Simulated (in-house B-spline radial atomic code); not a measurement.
One electron outside the [Ar] 3d10 4s2 4p6 core: Zr IV (Zr3+)

Computed with an all-electron radial atomic-structure program (B-spline basis), no-pair Dirac-Coulomb Hamiltonian, finite nucleus. Rungs: frozen-core Dirac-Hartree-Fock (DHF); Brueckner orbitals from the second-order correlation potential; the same with the Coulomb interaction screened by the core and the hole-particle interaction summed; Breit and QED terms from differences of relaxed Dirac-Fock atoms, where computed. Partial waves beyond l = 6 are extrapolated. The tables show a selection of states; those near core-excited levels, with erratic corrections or far from their DHF start are never shown.

The lowest nd levels tend to come out too strongly bound in this method, by some 0.05 to 0.2 eV for each d electron where measurements exist, which shifts their lines and rates.

Removal energies (cm⁻¹):

```tsv
state	DHF	second order	screened	Breit + QED	final
4d3/2	266650	280010	278817	75.9	278892
4d5/2	265540	278648	277500	129	277629
5s1/2	232077	241049	239520	-111	239409
5p1/2	190336	196682	195741	-71.6	195669
5p3/2	188042	194111	193207	-37.4	193170
5d3/2	127829	131381	130915	5.93	130921
5d5/2	127491	131016	130549	18.2	130567
6s1/2	122655	125603	125100	-42.5	125058
4f5/2	113752	118863	118286	-	-
4f7/2	113786	118853	118275	-	-
6p1/2	105751	108143	107810	-30	107780
6p3/2	104801	107114	106789	-16	106773
6d3/2	78360	79859	79643	-	-
6d5/2	78199	79691	79473	-	-
7s1/2	76341	77615	77388	-	-
5f5/2	73274	76243	76031	-	-
5f7/2	73293	76223	76008	-	-
5g7/2	70287	?	?	?	?
5g9/2	70288	?	?	?	?
7p1/2	67780	68890	68725	-	-
7p3/2	67291	68370	68209	-	-
```

Question: What does correlation do to 5g7/2?

Answer: It adds 525.1 cm⁻¹ to the removal energy in second order and 473.6 cm⁻¹ with screening, giving 70761 cm⁻¹ before Breit and QED terms, which weren't computed for this state.

Question: What does correlation do to 5g9/2?

Answer: It adds 524.7 cm⁻¹ to the removal energy in second order and 473.1 cm⁻¹ with screening, giving 70761 cm⁻¹ before Breit and QED terms, which weren't computed for this state.

Question: How does the lowest state compare with the NIST ionisation energy?

Answer: 4d3/2 is bound by 34.578 eV, without recoil; NIST lists 34.41836 ± 6e-05 eV (measured), a difference of +0.16 eV.

Electric-dipole lines from 4d3/2 (reduced matrix elements in atomic units, length form, static core polarisation, sign of DHF taken positive):

| upper | DHF | + core polarisation | + Brueckner | λ (nm) | A (s⁻¹) |
| --- | --- | --- | --- | --- | --- |
| 5p1/2 | 1.645 | 1.509 | 1.449 | 120.16 | 1.23e+09 |
| 5p3/2 | 0.7187 | 0.6614 | 0.6341 | 116.66 | 1.28e+08 |
| 4f5/2 | 2.414 | 2.079 | 2.085 | 62.264 | 6.08e+09 |

Magnetic hyperfine constants per unit nuclear g factor (MHz, nucleus as a uniformly magnetised ball; they apply to isotopes with nuclear spin):

```
state    DHF  + core polarisation  + Brueckner
5s1/2   7785                 9015         9813
5p1/2   1697                 1970         2205
5p3/2  293.4                410.5          456
6s1/2   2936                 3366         3504
6p1/2    711                815.4        881.9
6p3/2  123.6                168.2        180.8
```

Question: What is the static scalar polarisability of 4d3/2?

Answer: 5.149 bohr³: 2.977 from the core and 2.172 from the valence electron, Pauli blocking included.
